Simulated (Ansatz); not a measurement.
Reaction R1 → P1 + P2, each structure at its B3LYP-D3(BJ)/def2-TZVP stationary point, reached from a drawn start (curvature not checked).
R1, CrF4 (SMILES [F][Cr]([F])([F])[F]) (charge 0, multiplicity 3, Z-matrix in Å and degrees):
```
Cr
F 1 1.7089
F 1 1.7089 2 109.47
F 1 1.7089 2 109.47 3 -120.00
F 1 1.7089 2 109.47 3 120.00
```
P1, CrF3 (SMILES [F][Cr]([F])[F]) (charge 0, multiplicity 4):
```xyz
4

Cr     0.0000     0.0000     0.0008
F      1.7316    -0.0100    -0.0098
F     -0.8573     1.5046    -0.0019
F     -0.8743    -1.4947     0.0110
```
P2: F atom, charge 0, multiplicity 2.

P less R. No zero-point or thermal terms; open shells are unrestricted; no spin–orbit coupling. The spin states of the d-block species are the ones drawn and need not be the lowest.

Correlated levels freeze the cores.

Codes used: Ansatz (Gaussian orbitals). Each number belongs to the level named beside it.

Problem. One of these levels gives 103.96 kcal/mol for the reaction energy. Which?
(A) B2PLYP/def2-TZVPP
(B) PBE/def2-TZVPP
(C) HF/def2-SVP
(D) SVWN5/def2-TZVPP

Solution. B, PBE/def2-TZVPP. The others give -1.32 (HF/def2-SVP), 123.32 (SVWN5/def2-TZVPP), 91.37 (B2PLYP/def2-TZVPP)

Ansatz is a program for electronic structure.
